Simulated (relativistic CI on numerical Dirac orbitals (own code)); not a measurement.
Radial parameters of Tm XXI

Calculated at this level of theory: Dirac-Coulomb-Breit CI, orbitals from a KLI potential per configuration, a model potential for QED, unscaled Slater integrals (own radial code, finite nucleus).

Slater integrals F^k, G^k are unscaled and averaged over j, outside the closed core [Ar] 3d10 4s2; ζ comes from projecting the Hamiltonian with its Breit term on Σ l·s of the shell.

- 4p⁶4d¹⁰4f³: F^2(4f,4f) = 194800, F^4(4f,4f) = 126070, F^6(4f,4f) = 91889, ζ(4f) = 4407.5 cm⁻¹; <r>(4f) = 0.529, <r^2>(4f) = 0.3241 (bohr units).
- 4p⁶4d¹⁰4f²5s: F^2(4f,4f) = 197450, F^4(4f,4f) = 127870, F^6(4f,4f) = 93240, ζ(4f) = 4560.3, G^3(4f,5s) = 31018 cm⁻¹; <r>(4f) = 0.523, <r^2>(4f) = 0.3166, <r>(5s) = 0.9247, <r^2>(5s) = 0.9519 (bohr units).
- 4p⁶4d¹⁰4f5s²: ζ(4f) = 4715.5 cm⁻¹; <r>(4f) = 0.5163, <r^2>(4f) = 0.3083 (bohr units).

Averages of the first 10 configurations, taken without configuration mixing, which lowers the lowest level and can move excited configurations by several eV; other configurations of the list can lie among them:

| Configuration | Parity | States | Average energy above the lowest level (eV) |
| --- | --- | --- | --- |
| 4p⁶4d¹⁰4f³ | odd | 364 | 9.1 |
| 4p⁶4d¹⁰4f²5s | even | 182 | 59.6 |
| 4p⁶4d¹⁰4f5s² | odd | 14 | 118.3 |
| 4p⁶4d¹⁰4f²5p | odd | 546 | 104.8 |
| 4p⁶4d¹⁰4f5s5p | even | 168 | 161.1 |
| 4p⁶4d⁹4f⁴ | even | 10010 | 191.9 |
| 4p⁶4d¹⁰4f5p² | odd | 210 | 208.7 |
| 4p⁶4d¹⁰4f5s5d | odd | 280 | 226.4 |
| 4p⁶4d¹⁰4f²5d | even | 910 | 167.9 |
| 4p⁶4d¹⁰4f5p5d | even | 840 | 272.0 |
